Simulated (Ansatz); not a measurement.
C2H6AlBO, SMILES `O[CH2][Al]1[BH][CH2]1`. Total charge 0; spin multiplicity 1.

Z-matrix (Å, degrees):
```
C
Al 1 1.990
O 1 1.431 2 108.6
H 1 1.093 2 110.0 3 -115.4
H 1 1.098 2 114.3 3 125.7
C 2 2.143 1 116.4 3 -72.2
B 2 1.961 1 157.5 3 -62.0
H 3 0.960 1 108.9 2 67.4
H 6 1.091 2 170.9 1 27.6
H 6 1.112 2 67.0 1 -13.9
H 7 1.185 2 151.7 1 156.1
```

(1) Give the diagnostics of a CCSD(T)/def2-TZVPP run (frozen core, Ansatz 0.2.0). (An estimate is asked.)

Results:

(1) Computed: T1 = 0.0132, largest single amplitude 0.023, largest double 0.046, (T) share of the correlation energy 4.3 %, 11 CCSD cycles. The RHF solution is stable towards an unrestricted one. T1 lies under the customary mark of 0.02 for closed shells.
